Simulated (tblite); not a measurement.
C₃H₁₀O₂SSi₂.
SMILES with atom numbers: `[CH2:1]=[CH:2][O:3][Si@:4]([OH:5])([SiH3:6])[S:7][CH3:8]` (hydrogens: H9, H10 on C1; H11 on C2; H12 on O5; H13, H14, H15 on Si6; H16, H17, H18 on C8)

Computed with GFN2-xTB (tblite), gas phase: L-BFGS steps from a force-field or distance-geometry start until the largest atomic force falls under 0.01 eV/Å.

At the end of the run (lengths in Å): O3–Si4 1.634, Si4–Si6 2.303, Si4–O5 1.633, C2–O3 1.343, Si4–S7 2.153, C8–H18 1.086, C1–H9 1.073, Si4–S7–C8 97.3°, O3–Si4–S7 97.7°, Si6–Si4–S7 119.0°, O5–Si4–Si6 102.3°, C1–C2–O3–Si4 -7°, C2–O3–Si4–O5 71°, O3–Si4–S7–C8 -173°, H12–O5–Si4–O3 49°, H11–C2–O3–Si4 173°.

**Question.** These geometries were met on the way; a selection of coordinates is given. Order them by energy above the end point, lowest first.
A. O3–Si4 1.634, Si4–Si6 2.312, Si4–O5 1.632, C2–O3 1.348, Si4–S7 2.162, C8–H18 1.085, C1–H9 1.076, Si4–S7–C8 97.8°, O3–Si4–S7 99.8°, Si6–Si4–S7 118.3°, O5–Si4–Si6 106.7°, C1–C2–O3–Si4 -48°, C2–O3–Si4–O5 113°, O3–Si4–S7–C8 -177°, H12–O5–Si4–O3 15°, H11–C2–O3–Si4 134°
B. O3–Si4 1.717, Si4–Si6 2.221, Si4–O5 1.703, C2–O3 1.392, Si4–S7 2.155, C8–H18 1.119, C1–H9 1.105, Si4–S7–C8 110.6°, O3–Si4–S7 110.4°, Si6–Si4–S7 107.8°, O5–Si4–Si6 106.8°, C1–C2–O3–Si4 -59°, C2–O3–Si4–O5 126°, O3–Si4–S7–C8 -167°, H12–O5–Si4–O3 -3°, H11–C2–O3–Si4 118°
C. O3–Si4 1.644, Si4–Si6 2.283, Si4–O5 1.634, C2–O3 1.350, Si4–S7 2.188, C8–H18 1.091, C1–H9 1.075, Si4–S7–C8 106.8°, O3–Si4–S7 107.4°, Si6–Si4–S7 111.1°, O5–Si4–Si6 109.1°, C1–C2–O3–Si4 -53°, C2–O3–Si4–O5 119°, O3–Si4–S7–C8 -173°, H12–O5–Si4–O3 -7°, H11–C2–O3–Si4 127°
D. O3–Si4 1.632, Si4–Si6 2.303, Si4–O5 1.633, C2–O3 1.340, Si4–S7 2.168, C8–H18 1.087, C1–H9 1.068, Si4–S7–C8 101.4°, O3–Si4–S7 100.6°, Si6–Si4–S7 115.8°, O5–Si4–Si6 114.4°, C1–C2–O3–Si4 -46°, C2–O3–Si4–O5 117°, O3–Si4–S7–C8 -179°, H12–O5–Si4–O3 -14°, H11–C2–O3–Si4 135°
E. O3–Si4 1.669, Si4–Si6 2.292, Si4–O5 1.622, C2–O3 1.370, Si4–S7 2.196, C8–H18 1.076, C1–H9 1.067, Si4–S7–C8 109.2°, O3–Si4–S7 109.2°, Si6–Si4–S7 106.7°, O5–Si4–Si6 107.1°, C1–C2–O3–Si4 -56°, C2–O3–Si4–O5 122°, O3–Si4–S7–C8 -171°, H12–O5–Si4–O3 -3°, H11–C2–O3–Si4 122°

**Answer.** A (0.102 eV), D (0.167 eV), C (0.285 eV), E (0.467 eV), B (0.783 eV).

```csv
step,E above end (eV),"rms distance from the end, all atoms (Å)",largest force (eV/Å),rms shift of all bonds from the end (Å)
26,0.102,0.383,0.181,0.003
13,0.167,0.447,0.286,0.004
6,0.285,0.491,0.349,0.012
2,0.467,0.510,0.890,0.018
0,0.783,0.517,2.054,0.038
```

Rows stand in the order of the answer.
